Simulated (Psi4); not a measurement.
H2B3O3 (SMILES [B]1OBOBO1), doublet, geometry from GFN2-xTB. Base run: B3LYP/3-21G (Psi4).

Here is a job for Psi4.
```
memory 2 GB

molecule {
0 2
  B     0.84764447    1.05869636   -0.44322339
  O     1.37682875   -0.15179262   -0.10627797
  B     0.57274001   -1.16265845    0.31632496
  O    -0.76697225   -0.95793786    0.40104083
  B    -1.31023903    0.24153226    0.06930465
  O    -0.49956289    1.24748569   -0.35243410
  H     1.03254502   -2.19928698    0.60412444
  H    -2.46562116    0.40939446    0.14521434
}

set basis 3-21g
set reference uks

energy('b3lyp')
print_variables()
```

Variants of this job, named by their change:

```tsv
change	E (Eh)	SCF-reference dipole (D)	SCF-reference <S^2>	core-seconds (rough)
base	-299.97432	0.45	0.751	6
functional = pbe0	-299.62509	0.45	0.752	6
functional = mn15	-299.31002	0.27	0.753	9
functional = m06	-299.88809	0.29	0.752	9
functional = b2plyp	-299.61932	-	0.752	6
functional = hse06	-299.65322	0.45	0.752	10
functional = wb97x	-299.87693	0.49	0.752	6
functional = wb97x-v	-299.86138	0.47	0.751	70
functional = m06-2x	-299.86495	0.42	0.753	9
functional = bp86	-299.94252	0.49	0.752	5
functional = pw6b95	-300.32901	0.45	0.752	8
functional = tpss	-300.01174	0.47	0.752	10
functional = svwn	-298.35302	0.56	0.752	4
```

Total energies compare only within one method and basis.

Open shells are given as the SCF converged; they aren't shown to be the lowest states, and a large step between rows can be another state.
